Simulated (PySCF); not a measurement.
C2H6N, SMILES N([CH2])C, multiplicity 2. Geometry: PBE-D3(BJ)/def2-TZVP. The isomer is the one that the SMILES or the coordinates give; other isomers of the formula were not compared.

Level of theory: PBE-D3(BJ)/def2-TZVP in PySCF 2.14.0.

Harmonic wavenumbers (cm⁻¹): 198, 322, 378, 576, 624, 948, 1007, 1095, 1215, 1274, 1395, 1417, 1428, 1446, 1485, 2896, 2994, 3049, 3078, 3190, 3487. Rotational constants (GHz): 42.64, 9.741, 8.464; symmetry number 1.

**Question.** Work out the zero-point energy and the ideal-gas rigid-rotor harmonic-oscillator thermochemistry at 298.15 K and 1 atm.

**Answer.** ZPE = ½ Σ hcν = ½ × 33503 cm⁻¹ = 47.90 kcal/mol. H − E(el) = 51.38 kcal/mol. Entropy in cal/(mol K): translation 37.28, rotation 22.04, vibration 5.81, spin 1.38, total 66.51. G − E(el) = 31.55 kcal/mol. Cp = 16.93 cal/(mol K).
